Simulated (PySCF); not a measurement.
Spinor energies of S⁺ (sulfur, charge +1)

Start: [Ne] 3s2 3p3; 3p1/2 filled at m_j = -1/2, +1/2; 3p3/2 filled at m_j = +3/2. Calculated with PySCF 2.14 in x2c-SVPall-2c: generalised Hartree-Fock with the X2C-1e Hamiltonian and a Gaussian nucleus; one run each with spin-orbit coupling (SO) switched off, then screened by Boettger's factors.

| spinor shell | electrons | ε, spin-free (eV) | ε, screened SO (eV) | weight of nominal j (screened SO) | rms radius, screened SO (bohr) |
| --- | --- | --- | --- | --- | --- |
| 1s1/2 | 2 | -2521.9 | -2521.9 | 1.000 | 0.112 |
| 2s1/2 | 2 | -257.90 | -257.90 | 1.000 | 0.516 |
| 2p1/2 | 2 | -193.46 | -194.73 | 0.810 | 0.489 |
| 3s1/2 | 2 | -33.976 | -33.975 | 1.000 | 1.79 |
| 3p1/2 | 2 | -23.500 | -23.520 | 0.511 | 2.08 |
| 3p3/2 | 1 | -23.500 | -23.459 | 1.000 | 2.08 |

Where does 2p3/2 lie, and what is the 2p spin-orbit splitting (screened SO)?

At -192.83 eV, 1.896 eV above 2p1/2.

| quantity | spin-free | screened SO |
| --- | --- | --- |
| E (hartree) | -398.09769 | -398.09807 |
| M_J | 3/2 | 3/2 |
| ⟨J²⟩ | 3.751 | 3.751 |
| ⟨L²⟩ | 0.000 | 0.001 |
| ⟨S²⟩ | 3.751 | 3.750 |

Each row is a mean over spinors that exchange with the open shell spreads, by up to 9.229 eV (3s1/2).

Rows whose weight is well below 1 are mixtures of j = l ± 1/2: exchange outweighs spin-orbit coupling there, and the label is only the starting occupation.

Without spin-orbit coupling the j labels of p, d and f shells carry no meaning; the spin-free column gives the mean over the occupied spinors of each nl shell.
